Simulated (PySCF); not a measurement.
A structure optimised at B3LYP-D3(BJ)/def2-SVP, used in a PySCF frequency run:

```xyz
10

C     -0.2629    -1.9673     0.0000
C      0.1616    -0.8327     0.0000
C      0.6455     0.5478     0.0000
C     -0.4844     1.5885     0.0000
H     -0.6329    -2.9748     0.0000
H      1.2941     0.6993     0.8810
H      1.2941     0.6993    -0.8810
H     -0.0693     2.6082     0.0000
H     -1.1227     1.4752    -0.8894
H     -1.1227     1.4752     0.8894
```

Write its SMILES, formula and point group.

C#CCC, C4H6, Cs

What are its rotational constants (standard atomic weights)?

27.393, 4.4823, 4.0469 GHz
